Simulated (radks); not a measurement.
Values are calculated unless marked as measured or tabulated.
Ionisation of Fe, [Ar] 3d6 4s2, to Fe+, [Ar] 3d6 4s1, under several functionals. Non-relativistic Kohn-Sham, spin-polarised, spherical densities, point nucleus; open shells are filled with parallel spins first; a radial shooting solver on a logarithmic mesh with Libxc functionals.

functional	E(Fe) (hartree)	Exc (hartree)	IE (eV)	-e(HOMO) (eV)	<r> HOMO (bohr)	IE error (eV)
exchange-only r2SCAN	-1262.48877	-54.33695	6.579	3.418	1.258	-1.323
RPBE	-1263.62505	-55.47162	7.645	4.721	3.171	-0.257
LDA (Slater exchange, Perdew-Wang correlation)	-1261.21296	-53.00881	8.051	4.974	3.109	+0.149
TASK exchange with Perdew-Wang LDA correlation	-1263.11454	-54.99682	6.973	4.191	1.237	-0.929
B86b exchange with PBE correlation	-1263.72595	-55.57391	7.752	4.808	3.137	-0.151
OLYP	-1263.96965	-55.87743	7.565	4.540	3.201	-0.338
SOGGA	-1262.08115	-53.89510	7.534	4.679	3.149	-0.368

NIST Atomic Spectra Database: 7.902 eV (measured). Closest: LDA (Slater exchange, Perdew-Wang correlation). The Delta-SCF values span 1.47 eV, the total energies 2.76 hartree. The highest occupied level is 3d. Open shells are spherical and high-spin; term and fine-structure splittings are not resolved.
